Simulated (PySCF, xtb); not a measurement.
Si(I)(NMe2) (C2H6INSi), SMILES CN(C)[Si]I (connectivity only; charge and spin as stated), neutral, multiplicity 1. The values are those of a single conformer.

Harmonic wavenumbers (cm⁻¹) from GFN2-xTB run with xtb at its own minimum, in rising order: 44, 133, 147, 175, 254, 298, 399, 415, 692, 1033, 1049, 1085, 1127, 1196, 1306, 1418, 1431, 1469, 1484, 1497, 1509, 2913, 2916, 2940, 2947, 3019, 3058.

### Question
What does B3LYP-D3(BJ)/def2-SVP (PySCF) give at its own minimum? (An estimate is asked for; the answer gives what the named calculation found.)

### Answer
87, 146, 173, 235, 250, 331, 385, 411, 665, 997, 1073, 1101, 1161, 1198, 1301, 1426, 1451, 1453, 1469, 1469, 1495, 2995, 3000, 3059, 3066, 3103, 3158. Paired by order, the mean absolute difference is 38 cm⁻¹ and the zero-point energies are 51.4 and 52.4 kcal/mol.
